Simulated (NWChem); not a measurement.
System meant: Sb cation, triplet

Input file for NWChem:

```
start job
memory heap 200 mb stack 900 mb global 1100 mb
charge 1
geometry units angstroms noautoz
  Sb     0.000000     0.000000     0.000000
end
basis spherical
  * library def2-svp
end
ecp
  Sb library def2-ecp
end
dft
  odft
  mult 4
  xc pbe0
  iterations 150
  mulliken
end
task dft energy
```

End of the output:

```
            Nuclear Dipole moment (a.u.)
            ----------------------------
        X                 Y               Z
 ---------------- ---------------- ----------------
     0.0000000000     0.0000000000     0.0000000000

            XYZ format geometry
            -------------------
     1
 geometry
 Sb                    0.00000000     0.00000000     0.00000000

 Summary of "ao basis" -> "" (spherical)
 ------------------------------------------------------------------------------
       Tag                 Description            Shells   Functions and Types
 ---------------- ------------------------------  ------  ---------------------
 *                          def2-svp                  on all atoms

                                 NWChem DFT Module
                                 -----------------

 Summary of "ao basis" -> "ao basis" (spherical)
 ------------------------------------------------------------------------------
       Tag                 Description            Shells   Functions and Types
 ---------------- ------------------------------  ------  ---------------------
 Sb                         def2-svp                10       26   4s4p2d

 Summary of "ao basis" -> "ao basis" (spherical)
 ------------------------------------------------------------------------------
       Tag                 Description            Shells   Functions and Types
 ---------------- ------------------------------  ------  ---------------------
 Sb                         def2-svp                10       26   4s4p2d

  number of electrons :                   22
  multiplicity        :                    4
 ------------------------------------------------------------------------
  no. of electrons and multiplicity not compatible                  22
 ------------------------------------------------------------------------
 ------------------------------------------------------------------------
  current input line :
    20: task dft energy
 ------------------------------------------------------------------------
 ------------------------------------------------------------------------
 There is an error in the input file
 ------------------------------------------------------------------------
 For more information see the NWChem manual at https://nwchemgit.github.io

0: no. of electrons and multiplicity not compatible:Received an Error in Communication
```

Task: Can this run be used? If not, why, and what is the fix?

Result: The program refused the input. Cause: the multiplicity doesn't fit the number of electrons (an even count wants an odd multiplicity, and the reverse). This input runs:
```
start job
memory heap 200 mb stack 900 mb global 1100 mb
charge 1
geometry units angstroms noautoz
  Sb     0.000000     0.000000     0.000000
end
basis spherical
  * library def2-svp
end
ecp
  Sb library def2-ecp
end
dft
  odft
  mult 3
  xc pbe0
  iterations 150
  mulliken
end
task dft energy
```
It converges to -239.88574 Ha (PBE0/def2-SVP with def2 effective core potentials on Sb, spin-unrestricted).
